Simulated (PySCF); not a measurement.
Constitutional and geometric isomers with formula C4H8Si. Gas-phase values, no solvent. One relaxed conformer stands for each flexible species; it need not be the lowest. Strings in code marks are SMILES. All members: neutral, multiplicity 1. Level: PBE-D3(BJ)/def2-TZVP // B3LYP-D3(BJ)/def2-TZVP (PySCF). Delta-SCF ions had no search for a lower state.  The removal energy is E(N − 1 electrons) − E(N electrons) at the parent's geometry; ε(HOMO) is measured against the vacuum level.

```csv
species,−ε(HOMO) (eV),vertical ionisation energy (Delta-SCF) (eV)
`C=C=[Si](C)C`,4.62,7.44
`CCC=C=[SiH2]` (C–C–C–C torsion 117°),5.19,7.99
`C[C@@H]1CC1=[SiH2]`,5.20,8.05
`C1CC12C[SiH2]2`,5.71,8.60
`C=C=CC[SiH3]` (C–C–C–Si torsion 106°),5.95,8.84
`CC[SiH]1C=C1` (C–C–Si–C torsion 25°),6.01,withheld
`[SiH3]C1=CCC1`,6.24,9.17
```

Problem. Fit vertical ionisation energy (Delta-SCF) = a + b·x to the 6 complete rows by least squares, with x = −ε(HOMO) in eV. Give a, b and the rms residual, and predict the withheld value.

Solution. Means of the 6 rows: x̄ = 5.485, ȳ = 8.3483 eV. Σ(x − x̄)² = 1.7533 and Σ(x − x̄)(y − ȳ) = 1.882, so b = 1.073 and a = ȳ − b·x̄ = 2.463 eV. The rms residual is 0.020 eV. At x = 6.01 the line gives 8.91 eV. The run for `CC[SiH]1C=C1` (C–C–Si–C torsion 25°) gave 9.16 eV, so the line is off by 0.25 eV, more than twice the rms residual.

Codes: PySCF.
